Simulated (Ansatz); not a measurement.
A run of Ansatz (development build ahead of 0.2.0) on singlet CuH at this shape:

```yaml
atoms:
  - { symbol: Cu, position_ang: [-0.0209, 0.0131, 0.0275] }
  - { symbol: H, position_ang: [-0.0653, -0.0169, 1.3431] }
```

Its results:

- Converged: yes
- Reference energy: -1639.49531 hartree
- Correlation energy: -0.71000 hartree
- Total energy: -1640.20531 hartree
- Spin squared of the determinant: 0.000

(1) Which input gives this output? Name the method, the orbitals and the basis set, and write the input.

## Answers

(1) RHF-MP2 in cc-pVDZ. An unrestricted run that stays on the closed shell gives the same numbers.

```yaml
crystal:
  periodic: [false, false, false]
  atoms:
    - { symbol: Cu, position_ang: [-0.02095, 0.01309, 0.0275] }
    - { symbol: H, position_ang: [-0.06525, -0.01688, 1.34307] }
basis:
  gaussian: { orbitals: cc-pVDZ }
hamiltonian:
  xc: hf
correlation:
  method: mp2
  frozen_orbitals: { Cu: 5, H: 0 }
```
